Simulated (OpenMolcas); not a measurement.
## C2H7NSi (SMILES C=NC[SiH3]): the dipole moment, rung by rung

C2H7NSi has 11 atoms, charge 0, and is taken as a singlet. SMILES: `C=NC[SiH3]`. The shape is that of a PBE0-D4/def2-TZVP optimisation. This is one conformer, not always the lowest.

```xyz
11

C    -0.6394    1.8693    0.3639
N    -0.9986    0.7131    0.0180
C    -0.2990   -0.4170    0.5626
Si    0.7063   -1.2574   -0.8027
H    -1.1459    2.7335   -0.0632
H     0.1669    2.0590    1.0866
H    -1.0299   -1.1514    0.9179
H     0.3652   -0.1617    1.4045
H     1.7296   -0.3113   -1.3199
H    -0.1798   -1.6830   -1.9145
H     1.3899   -2.4501   -0.2324
```

Each level gives the dipole moment (D). The values are calculated.

```tsv
level	kind	program	value (D)	CPU time
BLYP/cc-pVDZ	GGA	OpenMolcas	1.18	40 s
revPBE/cc-pVDZ	GGA	OpenMolcas	1.23	42 s
M06-L/cc-pVDZ	meta-GGA	OpenMolcas	1.28	56 s
TPSS/cc-pVDZ	meta-GGA	OpenMolcas	1.27	56 s
r2SCAN/cc-pVDZ	meta-GGA	OpenMolcas	1.30	54 s
B3LYP/cc-pVDZ	global hybrid	OpenMolcas	1.30	39 s
BHLYP/cc-pVDZ	global hybrid	OpenMolcas	1.44	38 s
PBE0/cc-pVDZ	global hybrid	OpenMolcas	1.36	38 s
```

The values span 1.18 to 1.44 D. Magnitudes only. CPU times are rough (shared hosts, several kinds of processor and program).
